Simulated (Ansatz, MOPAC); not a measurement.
Molecule: SiBr2Cl, charge 0, multiplicity 2. SMILES: Cl[Si](Br)Br

Atoms: Cl1, Si2, Br3, Br4. Bonds: Cl1-Si2, Si2-Br3, Si2-Br4.

Bond lengths (Å) and angles (degrees) optimised at AM1 with MOPAC; PM7 with MOPAC; HF/STO-3G with Ansatz (a first-principles code); HF/3-21G with Ansatz; B3LYP/LANL2DZ with Ansatz; B3LYP/6-31G* with LANL2DZ past Ar with Ansatz, each started from the B3LYP-D3(BJ)/def2-TZVP structure (Ansatz) of the last column. A row stands for all coordinates that are equal there. 6-31G* holds six Cartesian d functions. No wavenumbers were computed at HF/STO-3G, B3LYP/LANL2DZ, so these may be saddle points.

```json
[
 {"coordinate": "Cl1-Si2", "AM1": "2.003", "PM7": "1.967", "HF/STO-3G": "2.099", "HF/3-21G": "2.174", "B3LYP/LANL2DZ": "2.192", "B3LYP/6-31G* with LANL2DZ past Ar": "2.075", "B3LYP-D3(BJ)/def2-TZVP": "2.061"},
 {"coordinate": "Si2-Br3", "AM1": "2.185", "PM7": "2.114", "HF/STO-3G": "2.207", "HF/3-21G": "2.324", "B3LYP/LANL2DZ": "2.369", "B3LYP/6-31G* with LANL2DZ past Ar": "2.286", "B3LYP-D3(BJ)/def2-TZVP": "2.234"},
 {"coordinate": "Cl1-Si2-Br3", "AM1": "116.5", "PM7": "119.9", "HF/STO-3G": "107.9", "HF/3-21G": "109.3", "B3LYP/LANL2DZ": "109.1", "B3LYP/6-31G* with LANL2DZ past Ar": "109.5", "B3LYP-D3(BJ)/def2-TZVP": "109.4"},
 {"coordinate": "Br3-Si2-Br4", "AM1": "117.5", "PM7": "120.2", "HF/STO-3G": "110.5", "HF/3-21G": "111.5", "B3LYP/LANL2DZ": "110.7", "B3LYP/6-31G* with LANL2DZ past Ar": "110.6", "B3LYP-D3(BJ)/def2-TZVP": "110.3"}
]
```

Mean signed difference of all 3 bond lengths from B3LYP-D3(BJ)/def2-TZVP: AM1 -0.052 Å, PM7 -0.111 Å, HF/STO-3G -0.005 Å, HF/3-21G 0.098 Å, B3LYP/LANL2DZ 0.134 Å, B3LYP/6-31G* with LANL2DZ past Ar 0.039 Å.
